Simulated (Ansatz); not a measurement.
Spin states of GaSb₂⁻, each relaxed with B3LYP-D4/def2-TZVPD in Ansatz. Electronic energies in the gas phase.

In the def2 sets Sb takes a core potential; there is no spin–orbit coupling. LC-ωPBE has ω = 0.4 bohr⁻¹. Correlated methods freeze 17 core orbitals; core or outer-core shells of Ga, Sb are correlated, in sets that lack core-valence functions. The structure comes from a short search, and lower isomers may exist.

Singlet geometry (C2v within 0.1 Å):

```csv
atom,x (Å),y (Å),z (Å)
Ga1,-1.438,-0.240,-0.781
Sb2,1.163,-1.057,-0.065
Sb3,0.276,1.297,0.846
```

Triplet geometry (C2v within 0.1 Å):

```xyz
3

Ga    1.483   -0.711    0.425
Sb   -1.292   -0.108    0.935
Sb   -0.191    0.819   -1.359
```

Quintet geometry (C2v within 0.1 Å):

```xyz
3

Ga    1.302   -1.107   -0.051
Sb   -1.550   -0.497   -0.110
Sb    0.248    1.605    0.161
```

⟨S²⟩: triplet 2.02 at PBE0-D4/def2-TZVPD (pure 2.00), quintet 6.02 at PBE0-D4/def2-TZVPD (pure 6.00).

Run but left out: HF/def2-TZVPD (singlet: restricted singlet, unstable towards broken spin symmetry).

Only these spin states were relaxed.

```json
{"level": "PBE-D4/def2-TZVPD", "triplet − singlet (kJ/mol)": "43.2", "quintet − singlet (kJ/mol)": "227.1", "lowest of these": "singlet", "remarks": "HOMO above zero (quintet), HOMO above zero (singlet), HOMO above zero (triplet)"}
{"level": "BLYP-D4/def2-TZVPD", "triplet − singlet (kJ/mol)": "43.7", "quintet − singlet (kJ/mol)": "237.9", "lowest of these": "singlet", "remarks": "HOMO above zero (quintet), HOMO above zero (singlet), HOMO above zero (triplet)"}
{"level": "r2SCAN-D4/def2-TZVPD", "triplet − singlet (kJ/mol)": "32.4", "quintet − singlet (kJ/mol)": "209.3", "lowest of these": "singlet", "remarks": "HOMO above zero (quintet), HOMO above zero (triplet)"}
{"level": "PBE0-D4/def2-TZVPD", "triplet − singlet (kJ/mol)": "38.8", "quintet − singlet (kJ/mol)": "213.1", "lowest of these": "singlet", "remarks": "HOMO above zero (quintet)"}
{"level": "r2SCAN0-D4/def2-TZVPD", "triplet − singlet (kJ/mol)": "28.7", "quintet − singlet (kJ/mol)": "198.2", "lowest of these": "singlet", "remarks": "HOMO above zero (quintet)"}
{"level": "BHLYP-D4/def2-TZVPD", "triplet − singlet (kJ/mol)": "35.5", "quintet − singlet (kJ/mol)": "211.3", "lowest of these": "singlet", "remarks": "HOMO above zero (quintet)"}
{"level": "LC-ωPBE/def2-TZVPD", "triplet − singlet (kJ/mol)": "30.1", "quintet − singlet (kJ/mol)": "188.7", "lowest of these": "singlet", "remarks": "–"}
{"level": "RPA@PBE/def2-TZVPD", "triplet − singlet (kJ/mol)": "50.2", "quintet − singlet (kJ/mol)": "228.7", "lowest of these": "singlet", "remarks": "–"}
{"level": "MP2/def2-TZVPD", "triplet − singlet (kJ/mol)": "73.4", "quintet − singlet (kJ/mol)": "250.8", "lowest of these": "singlet", "remarks": "restricted SCF unstable (singlet)"}
```

Change of the quintet − singlet gap on mixing in exact exchange, in kJ/mol: PBE to PBE0 (25 % exact exchange) -14.0; BLYP to BHLYP (50 % exact exchange) -26.6; r2SCAN to r2SCAN0 (25 % exact exchange) -11.1.
